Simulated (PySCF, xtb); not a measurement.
GeFBr, SMILES [F][Ge][Br] (connectivity only; charge and spin as stated), neutral, multiplicity 1.

Harmonic wavenumbers (cm⁻¹) from GFN2-xTB run with xtb at its own minimum, in rising order: 144, 284, 428.

Problem. What does PBE0-D3(BJ)/def2-TZVP (PySCF 2.14.0) give at its own minimum? (An estimate is asked for; the answer gives what the named calculation found.)

Solution. 178, 297, 673. Paired by order, the mean absolute difference is 98 cm⁻¹ and the zero-point energies are 1.2 and 1.6 kcal/mol.
